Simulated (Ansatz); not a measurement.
Start from `N=C[SiH2][SeH]` and change one atom or group to get `C=C[SiH2]C=N`.

Ansatz, PBE0-D4/def2-TZVP geometries, multiplicity 1. Each molecule was computed in one conformer, which needn't be the lowest.

Scalar relativity is left out up to krypton.

```
                             property  `N=C[SiH2][SeH]`
   HOMO energy (PBE0/def2-TZVPP) / eV             -7.10
  HOMO energy (B3LYP/def2-TZVPP) / eV             -6.87
    LUMO energy (PBE/def2-TZVPP) / eV             -2.31
    HOMO energy (PBE/def2-TZVPP) / eV             -5.90
HOMO–LUMO gap (B3LYP/def2-TZVPP) / eV              5.38
 HOMO–LUMO gap (PBE0/def2-TZVPP) / eV              5.82
```

Give the same properties after the change, and the shifts. (An estimate is asked.)

Computed: 
```json
{"property": "HOMO energy (PBE0/def2-TZVPP) / eV", "`C=C[SiH2]C=N`": "-7.30", "shift": "-0.20"}
{"property": "HOMO energy (B3LYP/def2-TZVPP) / eV", "`C=C[SiH2]C=N`": "-7.09", "shift": "-0.22"}
{"property": "LUMO energy (PBE/def2-TZVPP) / eV", "`C=C[SiH2]C=N`": "-1.94", "shift": "0.37"}
{"property": "HOMO energy (PBE/def2-TZVPP) / eV", "`C=C[SiH2]C=N`": "-5.87", "shift": "0.03"}
{"property": "HOMO–LUMO gap (B3LYP/def2-TZVPP) / eV", "`C=C[SiH2]C=N`": "6.02", "shift": "0.64"}
{"property": "HOMO–LUMO gap (PBE0/def2-TZVPP) / eV", "`C=C[SiH2]C=N`": "6.47", "shift": "0.65"}
```

With PBE0 the HOMO falls by 0.20 eV and the LUMO rises by 0.45 eV, so the gap widens by about 0.65 eV. PBE moves the HOMO by 0.03 eV and ωB97M-V by -0.36 eV.

B3LYP here is the variant with VWN-RPA as its local correlation; programs differ in this.

Spin–orbit coupling is left out; it splits and shifts lone-pair levels of the heavy atoms by tenths of an eV.
